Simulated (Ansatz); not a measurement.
Molecule: SnBr, charge 0, multiplicity 2. 
Structure (B3LYP-D3(BJ)/def2-TZVP (Ansatz, a quantum-chemistry and plane-wave program) minimum search):
```
Sn
Br 1 2.5465
```
Charge 0, spin multiplicity 2.

Basis-set convergence of Hartree-Fock and CCSD(T) correlation energies (hartree) with Ansatz. Cores are frozen in the correlated levels unless marked. UHF or UKS for open shells. Spin-orbit coupling is left out. Frozen are the shells of the preceding noble gas and the d and f shells that filled before the atom's block. In def2 rows, elements after Kr have scalar-relativistic effective core potentials.

| basis | functions | E(HF) | E(corr, CCSD(T)) |
|---|---|---|---|
| def2-SVPD | 73 | -2785.50558 | -0.20023 |
| def2-TZVPPD | 113 | -2785.82410 | -0.25260 |
| def2-QZVPPD | 186 | -2785.87436 | -0.27544 |

Extrapolating the two largest sets (X = 3 and 4) as X^-3: E(corr) = (64·(-0.27544) - 27·(-0.25260))/37 = -0.2921 Eh, an estimate of the basis-set limit. The largest set recovers 94.3 % of it, the smallest 68.5 %.
